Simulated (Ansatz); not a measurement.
`C[SiH]1BS1`. Total charge 0; spin multiplicity 1. Geometry: relaxed with PBE0-D4/def2-TZVP.

```xyz
9

C     1.106   -0.839   -0.431
Si    0.082    0.620    0.112
B    -1.847    0.683    0.165
S    -1.261    0.281    1.786
H     0.494   -1.740   -0.482
H     1.525   -0.650   -1.423
H     1.935   -1.013    0.259
H     0.908    1.841    0.286
H    -2.941    0.817   -0.272
```

(1) What is the dipole moment at ωB97M-V/def2-TZVPP? (Best estimate.)

(2) And with PBE, r2SCAN, B3LYP? (Best estimate.)

(3) Give the Mulliken charges with ωB97M-V, r2SCAN, B3LYP in def2-TZVPP. (Estimate.)

Results:

(1) The calculation gave: 1.75 D, with components (1.30, -0.52, -1.05) D in this frame, pointing from negative to positive charge.

(2) The calculation gave: PBE 1.64 D, r2SCAN 1.71 D, B3LYP 1.73 D.

(3) Ansatz gave: 
| atom | ωB97M-V | r2SCAN | B3LYP |
| --- | --- | --- | --- |
| C1 | -0.41 | -0.29 | -0.36 |
| Si2 | 0.16 | 0.25 | 0.19 |
| B3 | -0.04 | 0.00 | 0.05 |
| S4 | -0.16 | -0.17 | -0.20 |
| H5 | 0.12 | 0.08 | 0.11 |
| H6 | 0.12 | 0.08 | 0.10 |
| H7 | 0.12 | 0.08 | 0.11 |
| H8 | -0.02 | -0.08 | -0.07 |
| H9 | 0.11 | 0.04 | 0.07 |

B3LYP here is the variant with VWN-RPA as its local correlation; programs differ in this.
